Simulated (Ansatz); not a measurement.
Reactions of Cl2F3Nb (`[F][Nb]([F])([F])([Cl])[Cl]`).

Program: Ansatz. Geometries: PBE0-D4/def2-TZVP. ΔE: electronic, gas phase. CCSD(T)/CBS adds triple-zeta CCSD(T) − MP2 to the extrapolated MP2 energy (def2 sets, frozen cores). This one scheme is used for every species. DFT in def2-TZVPP. def2 core potentials past Kr. For Br, Ga, Nb outer-core shells are correlated without core-valence functions, which leaves a few kJ/mol of doubt a bond. Scalar relativity is left out up to krypton. Each species was taken in one conformer, which may not be the lowest.

```csv
reaction,ωB97X-V (kcal/mol),ωB97M-V (kcal/mol)
`[F][Nb]([F])([F])([Cl])[Cl]` + `[OH][Al]([F])[SH]` → `[F][Nb]([F])([F])([F])[Cl]` + `[OH][Al]([SH])[Cl]`,-5.0,-4.1
`[F][Nb]([F])([F])([Cl])[Cl]` + HCl → `[F][Nb]([F])([Cl])([Cl])[Cl]` + H–F,9.0,7.7
`[F][Nb]([F])([F])([Cl])[Cl]` + H–F → `[F][Nb]([F])([F])([F])[Cl]` + HCl,-9.6,-8.4
`[F][Nb]([F])([F])([Cl])[Cl]` + `[Cl][GaH][Br]` → `[F][Nb]([F])([Cl])([Cl])[Cl]` + `[F][GaH][Br]`,15.2,14.7
```

(1) Give the CCSD(T)/CBS values in the same order. (Best estimate.)

Largest T1 diagnostic: 0.021, for `[F][Nb]([F])([Cl])([Cl])[Cl]`.

Answers

(1) Ansatz gave: -1.6, 4.4, -5.5, 12.8 kcal/mol.
